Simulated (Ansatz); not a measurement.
`C[NH][Al]([CH3])[F]` + `[OH][InH][CH2][SiH3]` → `[CH3][Al]([F])[CH2][SiH3]` + `C[NH][InH][OH]`  (redistribution)

Isolated molecules relaxed with PBE0-D4/def2-TZVP in Ansatz; ΔE leaves out vibrations. CBS: MP2 limit from def2 TZ/QZ plus the TZ coupled-cluster correction, frozen cores. DFT in def2-TZVPP. B3LYP here is the variant with VWN-RPA as its local correlation; programs differ in this. Elements past krypton have def2 core potentials. For In outer-core shells are correlated without core-valence functions, which leaves a few kJ/mol of doubt a bond. Each species was taken in one conformer, which may not be the lowest.

```
             level  ΔE (kJ/mol)
            PBE-D4         59.3
           ωB97X-V         60.9
               PBE         58.7
              PBE0         61.2
             B3LYP         63.3
    MP2/def2-QZVPP         65.6
SCS-MP2/def2-QZVPP         65.5
      HF/CBS(def2)         66.1
```

(1) What does CCSD(T)/CBS give? (Estimate.)

Largest T1 diagnostic among the species: 0.016.

## Answers

(1) The calculation gave: +63.1 kJ/mol. The listed levels differ from it by -3.8, -2.2, -4.4, -1.9, 0.2, 2.5, 2.4, 3.0 kJ/mol.
